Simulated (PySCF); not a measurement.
Electron correlation in B²⁺ (boron, charge +2)

[He] 2s1, 2S determinant. All numbers are calculated (PySCF 2.14, scalar relativity by spin-free X2C-1e, in dyall-acv3z (15s9p4d2f, 76 functions)). Frozen: nothing; 3 electrons correlated; the 5 highest virtual orbitals of each spin left out.

```tsv
level	correlation energy (mhartree)
CCSD	-45.55
(T)	-0.02
CCSD(T)	-45.57
```

Diagnostics: T1 = 0.0010, D1 = 0.0025, largest double amplitude 0.007.

Cost of the coupled-cluster step: about 2.8 core-seconds, for 3 correlated electrons.

Iterations:

```
CC2 = 0
CCSD nocc = (np.int64(2), np.int64(1)), nmo = (71, 71)
frozen orbitals [[71, 72, 73, 74, 75], [71, 72, 73, 74, 75]]
max_cycle = 100
direct = 0
conv_tol = 1e-08
conv_tol_normt = 1e-06
diis_space = 8
diis_start_cycle = 0
Init t2, MP2 energy = -0.0426363423004793
Init E_corr(UCCSD) = -0.0426363423004914
cycle = 1  E_corr(UCCSD) = -0.0452700858533829  dE = -0.00263374355  norm(t1,t2) = 0.00348845
cycle = 2  E_corr(UCCSD) = -0.0455144710564581  dE = -0.000244385203  norm(t1,t2) = 0.000707135
cycle = 3  E_corr(UCCSD) = -0.0455512569842015  dE = -3.67859277e-05  norm(t1,t2) = 0.000194494
cycle = 4  E_corr(UCCSD) = -0.0455462515027665  dE = 5.00548144e-06  norm(t1,t2) = 1.36798e-05
cycle = 5  E_corr(UCCSD) = -0.0455464061510579  dE = -1.54648291e-07  norm(t1,t2) = 7.24345e-07
cycle = 6  E_corr(UCCSD) = -0.0455464054977839  dE = 6.53274053e-10  norm(t1,t2) = 3.25938e-08
UCCSD converged
E(UCCSD) = -23.4282049484081  E_corr = -0.04554640549778385
UCCSD(T) correction = -1.95148315598065e-05
```
